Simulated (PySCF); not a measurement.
Arsenic: a sound run and one with changed settings

Sound run: As⁺ [Ar] 3d10 4s2 4p2, As²⁺ [Ar] 3d10 4s2 4p1. Computed with PySCF 2.14 in jorge-DZP-DKH, with the spin-free X2C one-electron Hamiltonian (Gaussian nucleus). In the sound run the correlated levels freeze [Ar] 3d10. The sound run starts from symmetry-adapted Hartree-Fock orbitals and uses a fine grid where one is needed.

Changed run: no relativity, point nucleus. This setting is unsound on purpose.

| species | method | sound run (hartree) | changed run (hartree) | converged |
| --- | --- | --- | --- | --- |
| As⁺ | UHF | -2258.54714 | -2228.06102 | yes |
| As⁺ | M06-L | -2260.13296 | -2229.58309 | yes |
| As⁺ | r2SCAN | -2260.18778 | -2229.63602 | yes |
| As⁺ | MP2 | -2258.57238 | -2228.08608 | yes |
| As⁺ | CCSD(T) | -2258.58114 | -2228.09504 | yes |
| As²⁺ | UHF | -2257.88761 | -2227.40002 | yes |
| As²⁺ | M06-L | -2259.46452 | -2228.91207 | yes |
| As²⁺ | r2SCAN | -2259.50227 | -2228.94897 | yes |
| As²⁺ | MP2 | -2257.91355 | -2227.42603 | yes |
| As²⁺ | CCSD(T) | -2257.92478 | -2227.43776 | yes |

Ionisation energy of As⁺:

| method | sound run (eV) | changed run (eV) |
| --- | --- | --- |
| UHF | 17.947 | 17.987 |
| M06-L | 18.189 | 18.260 |
| r2SCAN | 18.654 | 18.696 |
| MP2 | 17.928 | 17.961 |
| SCS-MP2 | 17.880 | 17.912 |
| CCSD | 17.859 | 17.884 |
| CCSD(T) | 17.860 | 17.885 |

Most of the change in total energy is the relativistic energy itself. On top of that the contraction fixes the core shape for the Hamiltonian it was made with, so the changed run is not a good calculation with the other Hamiltonian either.

For comparison, NIST gives 18.589 eV between the lowest levels.
